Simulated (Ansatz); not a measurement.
The cluster Mg₃N₂⁻. Charge -1, multiplicity 2. Geometry B3LYP-D4/def2-SVPD.

```xyz
5

Mg    1.0198    2.3133    1.0676
Mg   -0.8624   -0.8469   -2.8114
Mg    0.0239   -1.3147    2.3771
N    -0.2393   -0.6121   -0.1312
N     0.0579    0.4604   -0.5022
```

LC-ωPBE has ω = 0.4 bohr⁻¹. At HF/def2-TZVPD the charge -1 doublet is spin-contaminated (final ⟨S²⟩ up to 1.13, 0.75 for a pure state). At LDA (SPW92)/def2-TZVPD, PBE-D4/def2-SVPD, PBE-D4/def2-TZVPD the highest occupied level of the charge -1 doublet lies above zero (up to 0.65 eV). By energy differences its removal costs 1.33 eV (vertical, to the charge 0 singlet, at PBE-D4/def2-TZVPD); a positive level beside a positive removal energy at the same level points to self-interaction error. The order of the spin states hangs on the level: the quartet lies 0.27 eV below the doublet at LDA (SPW92)/def2-TZVPD, but 0.36 eV above it at HF/def2-TZVPD. The doublet is doubtful at HF/def2-TZVPD (⟨S²⟩ 1.13, where a pure state has 0.75). The quartet is doubtful at HF/def2-TZVPD (⟨S²⟩ 4.35, where a pure state has 3.75). The structure comes from a short search, and lower isomers may exist.

Question: Estimate the α-spin orbital energies around the gap (eV) in Ansatz with HF/def2-TZVPD, LDA (SPW92)/def2-TZVPD, PBE-D4/def2-SVPD, PBE-D4/def2-TZVPD, LC-ωPBE/def2-TZVPD.

Answer: 
```
orbital  HF/def2-TZVPD  LDA (SPW92)/def2-TZVPD  PBE-D4/def2-SVPD  PBE-D4/def2-TZVPD  LC-ωPBE/def2-TZVPD
HOMO−13         -58.71                  -43.31            -43.56             -43.22              -49.03
HOMO−12         -58.69                  -43.29            -43.55             -43.21              -49.03
HOMO−11         -58.67                  -42.95            -43.23             -42.88              -48.93
HOMO−10         -58.66                  -42.93            -43.21             -42.86              -48.92
 HOMO−9         -58.64                  -42.93            -43.20             -42.86              -48.90
 HOMO−8         -33.63                  -22.32            -22.24             -22.38              -28.10
 HOMO−7         -18.10                   -9.62             -9.53              -9.77              -14.92
 HOMO−6         -14.22                   -7.25             -7.24              -7.16              -12.08
 HOMO−5         -12.39                   -6.76             -6.62              -6.54              -10.76
 HOMO−4         -10.79                   -6.11             -6.04              -6.00              -10.65
 HOMO−3          -4.76                   -1.42             -1.34              -1.34               -4.14
 HOMO−2          -3.57                   -1.13             -1.05              -1.05               -4.09
 HOMO−1          -3.07                   -0.84             -0.76              -0.77               -3.52
   HOMO          -2.39                    0.63              0.61               0.65               -2.38
   LUMO           3.36                    1.06              1.21               1.24                3.12
 LUMO+1           3.56                    1.21              1.25               1.28                3.13
 LUMO+2           3.67                    1.30              1.34               1.37                3.49
 LUMO+3           3.74                    1.80              1.83               1.85                3.50
 LUMO+4           3.86                    1.87              1.91               1.91                3.62
 LUMO+5           3.92                    2.07              2.14               2.14                3.76
 β HOMO          -2.82                   -0.74             -0.66              -0.67               -3.28
 β LUMO           3.36                    1.16              1.30               1.33                3.13
```
